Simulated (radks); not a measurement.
Results of a calculation; reference values are marked as such.
Spherical jellium clusters: N electrons in a uniform positive sphere of charge N and radius rs N^(1/3), rs = 3.15 bohr. Level of theory: non-relativistic Kohn-Sham, PBE, spin-polarised, spherical densities (a radial shooting solver with Libxc functionals). Levels are named by radial order and angular momentum (1s, 1p, 1d, 2s, ...), and open shells are averaged over m.

N = 2, configuration 1s2. This is the lowest configuration that the search found. Occupied and some empty levels:

level,occupation,eigenvalue (eV),<r> (bohr)
1s,2,-3.8437,3.446
1p,0,-1.0578,5.565

Energy (eV): total -3.23400, kinetic 4.3784, external -30.455, Hartree 14.314, exchange-correlation -7.9264, background 16.455.
